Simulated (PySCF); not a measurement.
## How the method changes the constants of SnF

State: ²Π (doublet), unpaired electrons π ↑. Set-up: Sn x2c-SVPall, F x2c-SVPall; spin-free X2C with a Gaussian nucleus (PySCF 2.14). De refers to Sn + F in their high-spin ground configurations, without counterpoise correction. The functionals are run spin-unrestricted. A positive dipole means Sn(−)F(+).

| Level | Re (Å) | ωe (cm⁻¹) | De (eV) | μ (D) |
| --- | --- | --- | --- | --- |
| UHF | 1.948 | 630 | 2.82 | -3.05 |
| UHF-MP2 | 1.961 | 620 | 4.58 | n/a |
| UHF-SCS-MP2 | 1.963 | 616 | 4.44 | n/a |
| UHF-CCSD | 1.962 | 616 | 4.22 | n/a |
| UHF-CCSD(T) | 1.965 | 611 | 4.31 | n/a |
| PBE | 1.980 | 586 | 5.15 | -2.36 |
| BLYP | 1.989 | 576 | 5.13 | -2.39 |
| BP86 | 1.980 | 586 | 5.12 | -2.37 |
| r²SCAN | 1.962 | 608 | 4.80 | -2.46 |
| PBE0 | 1.959 | 613 | 4.69 | -2.61 |
| r²SCAN0 | 1.950 | 625 | 4.45 | -2.66 |
| LC-ωPBE | 1.948 | 632 | 4.79 | -2.52 |

The bond length runs from 1.948 Å (LC-ωPBE) to 1.989 Å (BLYP). De spans 2.82 eV (UHF, mean field) to 5.15 eV (PBE, GGA). Correlation at CCSD(T) changes the Hartree–Fock bond energy by +1.49 eV; the triples alone change it by +0.09 eV.

Correlated steps freeze 19 core orbitals. Correlated levels converge slowly with the basis: in double zeta they bind strong bonds too weakly, by up to about 1 eV, and carry superposition errors of some tenths. Spin–orbit coupling is left out, which matters for elements this heavy, above all for dissociation energies. The state is the lowest determinant that a PBE0 search found; another state may lie lower at other levels.
